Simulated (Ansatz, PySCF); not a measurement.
Te(OMe)(SiH3) (CH6OSiTe), SMILES O(C)[Te][SiH3]. Atoms are numbered in the order given.

```xyz
10

Te     0.1372     0.0418     0.6581
O      1.2693     0.5713    -0.9272
C      1.8229    -0.4798    -1.6717
H      1.0581    -1.1362    -2.1292
H      2.4047    -0.0158    -2.4858
H      2.5077    -1.1167    -1.0812
Si    -1.9382     0.0051    -0.7425
H     -1.7594    -0.9306    -1.8916
H     -2.2601     1.3665    -1.2584
H     -3.0381    -0.4807     0.1449
```
Charge 0, spin multiplicity 1.

Geometry: PBE0-D3(BJ)/def2-SVP. The structure was generated by enumeration, and PubChem lists no compound with its InChIKey, so it may never have been made. The def2 effective core potentials stand for the cores of Te; spin–orbit coupling is left out. One conformer was computed; it need not be the lowest.

Two levels are set side by side: PBE-D3(BJ)/def2-SVP (Ansatz, a quantum-chemistry and plane-wave program) and PBE0-D3(BJ)/def2-SVP (Ansatz). Each level has its own optimised geometry; the coordinates shown are those of the second. Frequencies come from the Hessian of PySCF at each geometry. Differences are taken from unrounded values.

| quantity | PBE0-D3(BJ) |
|---|---|
| mean bond length (Å) | 1.524 |
| bond Te1–O2 (Å) | 2.019 |
| bond Te1–Si7 (Å) | 2.504 |
| bond O2–C3 (Å) | 1.402 |
| bond C3–H4 (Å) | 1.107 |
| bond C3–H5 (Å) | 1.103 |
| bond C3–H6 (Å) | 1.106 |
| bond Si7–H8 (Å) | 1.493 |
| bond Si7–H9 (Å) | 1.491 |
| bond Si7–H10 (Å) | 1.494 |
| highest harmonic wavenumber (cm⁻¹) | 3118 |
| mean harmonic wavenumber (cm⁻¹) | 1217 |
| zero-point energy (kcal/mol) | 41.75 |

Problem. What does PBE-D3(BJ) give, and how far is it from PBE0-D3(BJ)? (An estimate is asked for; the answer gives what the named calculation found.)

Solution. 
```json
[
 {"quantity": "mean bond length (Å)", "PBE-D3(BJ)": "1.539", "PBE-D3(BJ) minus PBE0-D3(BJ)": "0.015"},
 {"quantity": "bond Te1–O2 (Å)", "PBE-D3(BJ)": "2.056", "PBE-D3(BJ) minus PBE0-D3(BJ)": "0.037"},
 {"quantity": "bond Te1–Si7 (Å)", "PBE-D3(BJ)": "2.522", "PBE-D3(BJ) minus PBE0-D3(BJ)": "0.018"},
 {"quantity": "bond O2–C3 (Å)", "PBE-D3(BJ)": "1.416", "PBE-D3(BJ) minus PBE0-D3(BJ)": "0.014"},
 {"quantity": "bond C3–H4 (Å)", "PBE-D3(BJ)": "1.116", "PBE-D3(BJ) minus PBE0-D3(BJ)": "0.009"},
 {"quantity": "bond C3–H5 (Å)", "PBE-D3(BJ)": "1.112", "PBE-D3(BJ) minus PBE0-D3(BJ)": "0.009"},
 {"quantity": "bond C3–H6 (Å)", "PBE-D3(BJ)": "1.115", "PBE-D3(BJ) minus PBE0-D3(BJ)": "0.009"},
 {"quantity": "bond Si7–H8 (Å)", "PBE-D3(BJ)": "1.504", "PBE-D3(BJ) minus PBE0-D3(BJ)": "0.011"},
 {"quantity": "bond Si7–H9 (Å)", "PBE-D3(BJ)": "1.502", "PBE-D3(BJ) minus PBE0-D3(BJ)": "0.011"},
 {"quantity": "bond Si7–H10 (Å)", "PBE-D3(BJ)": "1.506", "PBE-D3(BJ) minus PBE0-D3(BJ)": "0.011"},
 {"quantity": "highest harmonic wavenumber (cm⁻¹)", "PBE-D3(BJ)": "3015", "PBE-D3(BJ) minus PBE0-D3(BJ)": "-103"},
 {"quantity": "mean harmonic wavenumber (cm⁻¹)", "PBE-D3(BJ)": "1172", "PBE-D3(BJ) minus PBE0-D3(BJ)": "-45"},
 {"quantity": "zero-point energy (kcal/mol)", "PBE-D3(BJ)": "40.20", "PBE-D3(BJ) minus PBE0-D3(BJ)": "-1.55"}
]
```

Exact exchange shortens and stiffens bonds; PBE has none. Differences between two approximate levels are no errors against the true value.
